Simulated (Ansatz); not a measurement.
Relaxation of Cl2H3NOTi (8 atoms, charge 0, multiplicity 1), to a largest force component of 0.02 eV/Å in at most 40 steps.

Level of theory: Ansatz 0.2.0, RKS PBE/def2-SVP.

```xyz
8
Properties=species:S:1:pos:R:3
Ti 0.000 0.000 0.000
O 0.000 0.000 1.920
H -0.909 -0.281 2.257
N 1.943 0.000 -0.686
H 2.441 -0.918 -0.867
H 2.444 0.918 -0.858
Cl -1.116 1.934 -0.789
Cl -1.116 -1.934 -0.789
```

Where does it end, and by what steps?

The forces met the threshold. After 16 steps the energy has fallen by 1.141 eV; H5 moved furthest, 1.19 Å.

```
step  energy less start (eV)  largest force component (eV/Å)  accepted
   0                  0.0000                           2.333       yes
   1                 -0.9362                           1.018       yes
   2                 -0.9822                           0.584       yes
   3                 -0.9924                           0.225       yes
   4                 -0.9992                           0.145       yes
   5                 -1.0116                           0.250       yes
   6                 -0.9956                           1.039        no
   7                 -1.0253                           0.119       yes
   8                 -1.0376                           0.368       yes
   9                 -1.0542                           0.496       yes
  10                 -1.0761                           0.292       yes
  11                 -1.1172                           0.458       yes
  12                 -1.1211                           0.548       yes
  13                 -1.1345                           0.393       yes
  14                 -1.1401                           0.057       yes
  15                 -1.1407                           0.032       yes
  16                 -1.1408                           0.018       yes
```

```xyz
8
Properties=species:S:1:pos:R:3
Ti -0.015 0.019 -0.063
O -0.021 -0.241 1.682
H -0.644 -0.427 2.405
N 1.765 -0.003 -0.592
H 2.560 -0.157 0.039
H 2.086 0.150 -1.556
Cl -0.922 1.970 -0.614
Cl -1.123 -1.593 -1.114
```

Whether the end is a true minimum wasn't checked by a vibrational analysis.

The run took 54 s on 2 threads of Intel(R) Xeon(R) Platinum 8259CL CPU @ 2.50GHz (Skylake/Cascade Lake) (shared host), peak memory 0.19 GiB.
